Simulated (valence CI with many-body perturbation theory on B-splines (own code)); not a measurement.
Basis-set convergence for Br²²⁺

Computed by valence CI with perturbative core correlation (CI+MBPT): three valence electrons over a frozen Dirac-Fock core [Ne], radial functions for each j: 9 s, 9 p, 8 d, 6 f, 3 g, 1 h, with the one-electron correlation potential Σ1 (screened to all orders), the two-electron term Σ2, the three-electron term Σ3, Breit, model QED; selected single and double excitations, second order for the rest, scaled by the run's own slope (own B-spline code, finite nucleus).

No measured spectrum was set against this ion. As an estimate, levels of excited configurations hold to 0.05 to 0.15 % of their energy, terms of the ground configuration to about 0.5 %.

The reference run has the lowest level 3s²3p ²P°_1/2 and an ionisation energy of 970.819 eV. Its largest variational space holds 8666 state functions.

Names give the largest LS component (configuration and term), which can be under half, so a name can repeat, a term be missing and a line seem to break the LS rules; names also repeat where a configuration has a term twice.

Changed runs:
A. basis 6 s, 6 p, 5 d, 3 f, 1 g
B. basis 5 s, 5 p, 4 d, 2 f

Excitation energies of the reference run in cm⁻¹, and shifts in cm⁻¹:

| Level | Reference | A | B |
| --- | --- | --- | --- |
| 3s²3p ²P°_3/2 | 84884 | -5.5 | -11 |
| 3s3p² ⁴P_1/2 | 391491 | -95 | -304 |
| 3s3p² ⁴P_3/2 | 435696 | -118 | -368 |
| 3s3p² ⁴P_5/2 | 468881 | -92 | -287 |
| 3s3p² ²D_3/2 | 546293 | +34 | +102 |
| 3s3p² ²D_5/2 | 571907 | +5.2 | +11 |
| 3s3p² ²P_1/2 | 624685 | +144 | +452 |
| 3s3p² ²S_1/2 | 709197 | +164 | +507 |
| 3s3p² ²P_3/2 | 720292 | +119 | +389 |
| 3s²3d ²D_3/2 | 800730 | +301 | +972 |
| 3s²3d ²D_5/2 | 812227 | +301 | +961 |
| 3p³ ²D°_3/2 | 996932 | -20 | -111 |
| Ionisation energy (eV) | 970.819 | -0.015 | -0.046 |
